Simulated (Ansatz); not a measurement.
Geometry optimisation, RKS B3LYP/def2-SVP (Ansatz 0.2.0).

The input (input.yaml):

```yaml
crystal:
  periodic: [false, false, false]
  atoms:
    - { symbol: Al, position_ang: [-0.2854, -0.5481, -0.0549] }
    - { symbol: F, position_ang: [-1.7692, 0.8657, -0.5629] }
    - { symbol: C, position_ang: [1.4398, -0.1895, -0.9201] }
    - { symbol: F, position_ang: [-1.1344, -1.9264, 0.2531] }
    - { symbol: H, position_ang: [-1.456, 0.974, 0.5954] }
    - { symbol: O, position_ang: [-0.78, 0.7245, 1.644] }
    - { symbol: H, position_ang: [1.8119, 0.7797, -0.585] }
    - { symbol: H, position_ang: [2.1948, -0.9422, -0.6874] }
    - { symbol: H, position_ang: [1.3476, -0.1429, -2.007] }
    - { symbol: H, position_ang: [-1.3691, 0.4053, 2.3248] }
basis:
  gaussian: { orbitals: def2-SVP }
hamiltonian:
  xc: b3lyp
relax:
  f_tol: 0.15
  max_steps: 25
  restrain:
    - { distance: [0, 5], at: 1.87, k: 30.0 }
    - { distance: [4, 1], at: 0.88, k: 30.0 }
    - { distance: [0, 1], at: 3.08, k: 30.0 }
    - { distance: [4, 5], at: 2.27, k: 30.0 }
```

Launched with:

```bash
$ ansatz run input.yaml --threads 2 --pin off --max-ram 3072MiB --backend cpu --events-out ev --progress --plain --runs-dir out
```

Where does it end, and by what steps?

It converged. The restraints hold the end off the free minimum. After 8 steps the energy has fallen by 0.007 eV (the restraints' own energy left out); H5 moved furthest, 0.85 Å. Parted: Al1–F2. Joined: F2–H5.

```
step  energy less start (eV)  largest force component (eV/Å)  accepted
   0                  0.0000                           3.618       yes
   1                  0.4769                           3.107       yes
   2                  0.4888                           2.288       yes
   3                  0.4363                           3.198       yes
   4                  0.1024                           1.326       yes
   5                  0.0525                           1.445       yes
   6                  0.0247                           1.305        no
   7                  0.0054                           1.269       yes
   8                 -0.0066                           1.452       yes
```

```xyz
10
Properties=species:S:1:pos:R:3
Al -0.052 -0.695 0.329
F -2.090 1.358 -0.704
C 1.423 -0.229 -0.822
F -0.838 -2.164 0.288
H -1.854 1.585 0.150
O -0.581 0.447 1.631
H 1.757 0.803 -0.625
H 2.279 -0.903 -0.651
H 1.154 -0.307 -1.888
H -1.198 0.107 2.291
```

Run time: 19 s on 2 threads of Arm Neoverse V2, with other jobs on the host, peak memory 0.2 GiB.
